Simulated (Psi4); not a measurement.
Psi4 input (wB97X-D/6-311+G**):

```
memory 1500 MB

molecule {
0 2
C    -1.02295600    0.16202200   -0.18222500
S     0.50216900   -0.03524600    0.06037700
H    -1.89697100   -0.40818900    0.12730900
symmetry c1
no_reorient
no_com
}

set {
  basis 6-311+G**
  reference uks
  scf_type pk
  dft_radial_points 99
  dft_spherical_points 590
  e_convergence 1e-8
  d_convergence 1e-7
  maxiter 150
}

e = energy('wb97x-d')
print_out(f'\nFINAL {e:.10f} DIPOLE {variable("CURRENT DIPOLE")[0]:.6f} {variable("CURRENT DIPOLE")[1]:.6f} {variable("CURRENT DIPOLE")[2]:.6f}\n')
```

Output:

```
   => Loading Basis Set <=

    Name: 6-311+G**
    Role: ORBITAL
    Keyword: BASIS
    atoms 1 entry C          line   129 file 6-311pgss.gbs
    atoms 2 entry S          line   429 file 6-311pgss.gbs
    atoms 3 entry H          line    42 file 6-311pgss.gbs

   => WB97X-D: Empirical Dispersion <=

    Chai and Head-Gordon Dispersion Correction
    Chai, J.-D.; Head-Gordon, M. (2010), J. Chem. Phys., 132: 6615-6620

        s6 =       1.000000

         ---------------------------------------------------------
                                   SCF
               by Justin Turney, Rob Parrish, Andy Simmonett
                          and Daniel G. A. Smith
                              UKS Reference
         ---------------------------------------------------------

  ==> Geometry <==

    Molecular point group: c1
    Full point group: C1

    Geometry (in Angstrom), charge = 0, multiplicity = 2:

       Center              X                  Y                   Z               Mass
    ------------   -----------------  -----------------  -----------------  -----------------
         C           -1.022956000000     0.162022000000    -0.182225000000    12.000000000000
         S            0.502169000000    -0.035246000000     0.060377000000    31.972071174400
         H           -1.896971000000    -0.408189000000     0.127309000000     1.007825032230

  Running in c1 symmetry.

  Rotational constants: A =     30.49342  B =      0.68118  C =      0.66630 [cm^-1]
  Rotational constants: A = 914169.88142  B =  20421.31559  C =  19975.09896 [MHz]
  Nuclear repulsion =   39.033471584920669

  Charge       = 0
  Multiplicity = 2
  Electrons    = 23
  Nalpha       = 12
  Nbeta        = 11

  ==> Algorithm <==

  SCF Algorithm Type is PK.
  DIIS enabled.
  MOM disabled.
  Fractional occupation disabled.
  Guess Type is SAD.
  Energy threshold   = 1.00e-08
  Density threshold  = 1.00e-07
  Integral threshold = 1.00e-12

  ==> Primary Basis <==

  Basis Set: 6-311+G**
    Blend: 6-311+G**
    Number of shells: 28
    Number of basis functions: 58
    Number of Cartesian functions: 60
    Spherical Harmonics?: true
    Max angular momentum: 2

  ==> DFT Potential <==

   => LibXC <=

    Version 7.1.2
    S. Lehtola, C. Steigemann, M. J. T. Oliveira, and M. A. L. Marques,  SoftwareX 7, 1–5 (2018) (10.1016/j.softx.2017.11.002)

   => Composite Functional: WB97X-D <=

    wB97X-D Hyb-GGA Exchange-Correlation Functional

    J.-D. Chai and M. Head-Gordon,  Phys. Chem. Chem. Phys. 10, 6615–6620 (2008) (10.1039/B810189B)

    Deriv               =              1
    GGA                 =           TRUE
    Meta                =          FALSE

    Exchange Hybrid     =           TRUE
    MP2 Hybrid          =          FALSE

   => Exchange-Correlation Functionals <=

    1.0000   wB97X-D range-separated functional

   => Exact (HF) Exchange <=

    0.7780            HF,LR [omega = 0.2000]
    0.2220               HF

   => LibXC Density Thresholds  <==

    XC_HYB_GGA_XC_WB97X_D:  1.00E-14

   => Molecular Quadrature <=

    Radial Scheme          =       TREUTLER
    Pruning Scheme         =           NONE
    Nuclear Scheme         =       TREUTLER

    Blocking Scheme        =         OCTREE
    BS radius alpha        =              1
    Pruning alpha          =              1
    Radial Points          =             99
    Spherical Points       =            590
    Total Points           =         170763
    Total Blocks           =           1334
    Max Points             =            256
    Max Functions          =             58
    Weights Tolerance      =       1.00E-15

  ==> Integral Setup <==

  Using in-core PK algorithm.
   Calculation information:
      Number of atoms:                   3
      Number of AO shells:              28
      Number of primitives:             50
      Number of atomic orbitals:        60
      Number of basis functions:        58

      Integral cutoff                 1.00e-12
      Number of threads:                 1

  Performing in-core PK
  Using 4393848 doubles for integral storage.
  We computed 81819 shell quartets total.
  Whereas there are 82621 unique shell quartets.

  Computing range-separated integrals for PK
  We computed 81819 wK shell quartets total.
  Whereas there are 82621 wK unique shell quartets.

  ==> DiskJK: Disk-Based J/K Matrices <==

    J tasked:                  Yes
    K tasked:                  Yes
    wK tasked:                 Yes
    Omega:               2.000E-01
    Schwarz Cutoff:          1E-12


  Cached 100.0% of DFT collocation blocks in 0.240 [GiB].

  Minimum eigenvalue in the overlap matrix is 5.9744176200E-04.
  Reciprocal condition number of the overlap matrix is 1.0732016875E-04.
    Using symmetric orthogonalization.

  ==> Pre-Iterations <==

  SCF Guess: Superposition of Atomic Densities via on-the-fly atomic UHF (no occupation information).

   -------------------------
    Irrep   Nso     Nmo
   -------------------------
     A         58      58
   -------------------------
    Total      58      58
   -------------------------

  ==> Iterations <==

                        Total Energy        Delta E     RMS |[F,P]|

   @UKS iter SAD:  -436.32214888402211   -4.36322e+02   0.00000e+00
   @UKS iter   1:  -436.72823416587192   -4.06085e-01   7.58872e-03 ADIIS/DIIS
   @UKS iter   2:  -436.71576922845162    1.24649e-02   6.79628e-03 ADIIS/DIIS
   @UKS iter   3:  -436.79639691141278   -8.06277e-02   1.99765e-03 ADIIS/DIIS
   @UKS iter   4:  -436.80213373082245   -5.73682e-03   2.94819e-04 ADIIS/DIIS
   @UKS iter   5:  -436.80237820954972   -2.44479e-04   8.69691e-05 DIIS
   @UKS iter   6:  -436.80242879192025   -5.05824e-05   4.85661e-05 DIIS
   @UKS iter   7:  -436.80246296369177   -3.41718e-05   2.41775e-05 DIIS
   @UKS iter   8:  -436.80247787658396   -1.49129e-05   1.15467e-05 DIIS
   @UKS iter   9:  -436.80248122627336   -3.34969e-06   5.16334e-06 DIIS
   @UKS iter  10:  -436.80248178718585   -5.60912e-07   2.20995e-06 DIIS
   @UKS iter  11:  -436.80248189735374   -1.10168e-07   6.39619e-07 DIIS
   @UKS iter  12:  -436.80248190464567   -7.29193e-09   1.61522e-07 DIIS
   @UKS iter  13:  -436.80248190497178   -3.26111e-10   6.20782e-08 DIIS
  Energy and wave function converged.

  ==> Post-Iterations <==

   Electrons on quadrature grid:
      Nalpha   =   11.9999999675 ; deviation = -3.251e-08
      Nbeta    =   10.9999999718 ; deviation = -2.823e-08
      Ntotal   =   22.9999999393 ; deviation = -6.074e-08

   @Spin Contamination Metric:   7.104590012E-03
   @S^2 Expected:                7.500000000E-01
   @S^2 Observed:                7.571045900E-01
   @S   Expected:                5.000000000E-01
   @S   Observed:                5.000000000E-01

    Orbital Energies [Eh]
    ---------------------

    Alpha Occupied:

       1A    -89.045425     2A    -10.367598     3A     -8.087277
       4A     -6.034057     5A     -6.032616     6A     -6.030328
       7A     -0.925848     8A     -0.689369     9A     -0.527097
      10A     -0.442861    11A     -0.425759    12A     -0.286816

    Alpha Virtual:

      13A     -0.028375    14A      0.065002    15A      0.084093
      16A      0.097963    17A      0.098492    18A      0.125973
      19A      0.141909    20A      0.151340    21A      0.194408
      22A      0.210900    23A      0.240129    24A      0.388158
      25A      0.390617    26A      0.437310    27A      0.493533
      28A      0.564639    29A      0.633095    30A      0.635800
      31A      0.715032    32A      0.793493    33A      0.818459
      34A      0.821582    35A      0.864549    36A      0.916419
      37A      1.173854    38A      1.222231    39A      1.340934
      40A      1.554418    41A      1.675612    42A      1.683857
      43A      1.750535    44A      1.778546    45A      1.861384
      46A      1.963928    47A      2.213343    48A      2.559644
      49A      2.614961    50A      2.810634    51A      2.942624
      52A      3.560822    53A      7.920871    54A     17.395460
      55A     17.402087    56A     17.586841    57A     23.724996
      58A    189.155380

    Beta Occupied:

       1A    -89.043542     2A    -10.358002     3A     -8.085473
       4A     -6.032246     5A     -6.031856     6A     -6.024338
       7A     -0.910476     8A     -0.662842     9A     -0.508152
      10A     -0.417907    11A     -0.390164

    Beta Virtual:

      12A     -0.022448    13A     -0.012507    14A      0.071740
      15A      0.087562    16A      0.100721    17A      0.105263
      18A      0.129264    19A      0.159541    20A      0.161134
      21A      0.203878    22A      0.215502    23A      0.251666
      24A      0.388968    25A      0.395887    26A      0.445433
      27A      0.505470    28A      0.574181    29A      0.644962
      30A      0.664253    31A      0.726445    32A      0.799574
      33A      0.833453    34A      0.836312    35A      0.879263
      36A      0.937746    37A      1.190489    38A      1.248764
      39A      1.374491    40A      1.580558    41A      1.688415
      42A      1.708061    43A      1.754272    44A      1.802068
      45A      1.870382    46A      1.977857    47A      2.240208
      48A      2.574130    49A      2.630010    50A      2.829552
      51A      2.990941    52A      3.573586    53A      7.922538
      54A     17.395916    55A     17.408855    56A     17.588296
      57A     23.742143    58A    189.156917

    Final Occupation by Irrep:
              A
    DOCC [    11 ]
    SOCC [     1 ]
    NA   [    12 ]
    NB   [    11 ]

  @UKS Final Energy:  -436.80248190497178

   => Energetics <=

    Nuclear Repulsion Energy =             39.0334715849206688
    One-Electron Energy =                -678.7452935943344983
    Two-Electron Energy =                 225.5792540002447026
    DFT Exchange-Correlation Energy =     -22.6698312541150351
    Empirical Dispersion Energy =          -0.0000826416876139
    VV10 Nonlocal Energy =                  0.0000000000000000
    Total Energy =                       -436.8024819049717848

  UHF NO Occupations:
  HONO-2 :   10  A 1.9984739
  HONO-1 :   11  A 1.9983350
  HONO-0 :   12  A 1.0000000
  LUNO+0 :   13  A 0.0016650
  LUNO+1 :   14  A 0.0015261
  LUNO+2 :   15  A 0.0002157
  LUNO+3 :   16  A 0.0001014

Computation Completed

Properties will be evaluated at   0.000000,   0.000000,   0.000000 [a0]

Properties computed using the SCF density matrix

 Multipole Moments:

 ------------------------------------------------------------------------------------
     Multipole            Electronic (a.u.)      Nuclear  (a.u.)        Total (a.u.)
 ------------------------------------------------------------------------------------

 L = 1.  Multiply by 2.5417464519 to convert [e a0] to [Debye]
 Dipole X            :         -0.2585001           -0.0000057           -0.2585058
 Dipole Y            :         -0.3356605            0.0000132           -0.3356473
 Dipole Z            :          0.2012016           -0.0000170            0.2011846
 Magnitude           :                                                    0.4689985

 ------------------------------------------------------------------------------------

FINAL -436.8024819050 DIPOLE -0.258506 -0.335647 0.201185

*** Psi4 exiting successfully. Buy a developer a beer!
```

The geometry given is a B3LYP-D3(BJ)/def2-TZVP minimum.
